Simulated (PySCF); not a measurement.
Species: C5H8P2.
Atom-mapped SMILES: `[CH2:1]=[CH:2]/[P:3]=[P:4]\[C:5](=[CH2:6])[CH3:7]` (hydrogens: H8, H9 on C1; H10 on C2; H11, H12 on C6; H13, H14, H15 on C7)

The calculation used PySCF, TDDFT CAM-B3LYP/def2-SVPD, vertical, gas phase, core orbitals frozen in the response. The structure is a single GFN2-xTB conformer in the gas phase; no vibrational or solvent corrections. Torsions of this conformer, `[CH2:1]=[CH:2]/[P:3]=[P:4]\[C:5](=[CH2:6])[CH3:7]`: C1–C2–P3–P4 74°, P3–P4–C5–C6 -97°.

```
state  E (eV)  E (kJ/mol)  λ (nm)       f   main configurations (H = HOMO, L = LUMO)
   S1    3.24         312   382.8  0.0014                                  H→L (96%)
   S2    3.82         369   324.2   0.013                   H-2→L (72%), H-1→L (20%)
   S3    4.18         403   296.8   0.074       H-1→L (67%), H-3→L (19%), H-2→L (9%)
   S4    4.64         447   267.4   0.040                   H-3→L (72%), H-2→L (16%)
   S5    5.72         552   216.9  0.0051                              H-1→L+1 (85%)
   S6    5.91         570   209.7   0.058  H→L+1 (29%), H-1→L+2 (28%), H-2→L+1 (19%)
   S7    5.96         575   208.2  0.0095  H-1→L+2 (49%), H-4→L (24%), H-2→L+1 (10%)
   S8    6.04         583   205.2   0.051                   H-4→L (49%), H→L+1 (20%)
```

Triplets (Tamm–Dancoff): T1 2.02 eV, H-1→L (87%); T2 2.60 eV, H→L (91%); T3 3.10 eV, H-2→L (79%), H-3→L (14%).

The lowest singlet lies at 3.24 eV (383 nm, visible) and is very weak; its leading configuration is HOMO→LUMO (96%). The strongest level in the table is S3 at 4.18 eV (297 nm, f = 0.074). Löwdin shares by element: HOMO phosphorus 54%, carbon 24% or more (atoms not listed hold the other 21%); LUMO phosphorus 78%, carbon 12% or more. The listed states span 2.80 eV, and the widest gap between neighbours is 1.08 eV (S4 to S5). Orbital energies (eV): HOMO-3 -9.19, HOMO-2 -8.75, HOMO-1 -8.28, HOMO -8.23, LUMO -1.45, LUMO+1 0.59, LUMO+2 0.86. Of the 8 states listed, 5 reach f = 0.01 and none stays under 0.0005. S1 lies in the visible range (380 to 750 nm), at 383 nm, f = 0.0014; light of that wavelength is violet, and its complementary colour is yellow-green; a Tamm–Dancoff triplet lies at 613 nm, without intensity as long as spin–orbit coupling is left out. Singlets were solved by full linear response, triplets in the Tamm–Dancoff approximation.

Cost: about 1.9 min of CPU time on one thread (grids of density and orbitals included); the machine was shared, so the figure is rough.
